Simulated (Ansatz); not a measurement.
## triplet O: levels of theory in one basis

A single O atom.

Basis set: 6-31G (spherical functions). Correlated methods keep 1 orbital frozen. Correlation on ROHF uses semicanonical orbitals with singles. Charge 0, multiplicity 3.

Computed with Ansatz (development build ahead of 0.2.0); each method stands on the lowest determinant of its kind that the runs found.

```tsv
method	E − E(ROHF) (eV)	<S²> of the determinant
ROHF	0.00	2.00
UHF	-0.06	2.00
ROHF-MP2	-1.39	–
UHF-MP2	-1.41	2.00
ROHF-CCSD	-1.63	–
UHF-CCSD	-1.63	2.00
ROHF-CCSD(T)	-1.64	–
UHF-CCSD(T)	-1.64	2.00
UHF-BCCD(T)	-1.64	2.00
ROHF-CCSDT	-1.64	–
UHF-CCSDT	-1.64	2.00
UHF-CCSDT(Q)	-1.64	2.00
full CI (lowest root of this spin)	-1.64	–
```

Problem. Is a single determinant a sound starting point here?

Solution. By this sign, yes. Unrestricted orbitals gain 0.06 eV and <S²> is 2.00 against 2.00 for a pure state.
